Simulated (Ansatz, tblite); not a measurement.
Adding an electron: Rb₅H₄⁺. The state is a singlet with charge 1. Geometry: PBE-D4/def2-SVP. Ansatz, gas phase; energy differences of separate SCF runs; the reduced species was run as a doublet alone.

```xyz
9

Rb   -0.4238    1.1717    0.0118
Rb   -0.7903   -0.7662    3.5741
Rb   -3.2249   -1.6006   -1.0121
Rb    1.0746   -0.0199   -3.5820
Rb    3.5091    0.8148    1.0041
H     2.1362    0.8904   -1.2960
H    -1.2691   -0.3140   -2.3164
H     1.1914    0.5293    2.3186
H    -2.2032   -0.7054    1.2978
```

In the def2 sets Rb takes a core potential; there is no spin–orbit coupling. The xTB rows come from tblite. HOMO above LUMO, or a gap near zero within one spin, warns that the state may not be the lowest or that an electron is smeared out. The structure comes from a short search, and lower isomers may exist.

```json
{"level": "GFN2-xTB", "−HOMO (eV)": "11.33", "−LUMO (eV)": "8.22", "vertical EA (eV)": "6.50", "HOMO–LUMO gap (eV)": "3.11", "remarks": "–"}
{"level": "PBE-D4/def2-TZVP", "−HOMO (eV)": "6.26", "−LUMO (eV)": "3.23", "vertical EA (eV)": "2.49", "HOMO–LUMO gap (eV)": "3.03", "remarks": "gap within one spin near zero (doublet)"}
{"level": "r2SCAN-D4/def2-TZVP", "−HOMO (eV)": "6.34", "−LUMO (eV)": "2.59", "vertical EA (eV)": "2.17", "HOMO–LUMO gap (eV)": "3.75", "remarks": "gap within one spin near zero (doublet)"}
{"level": "PBE0-D4/def2-TZVP", "−HOMO (eV)": "7.24", "−LUMO (eV)": "2.73", "vertical EA (eV)": "2.32", "HOMO–LUMO gap (eV)": "4.52", "remarks": "–"}
```

  Raw xTB energy differences between charge states are shifted by several eV; the methods need an empirical correction for them.
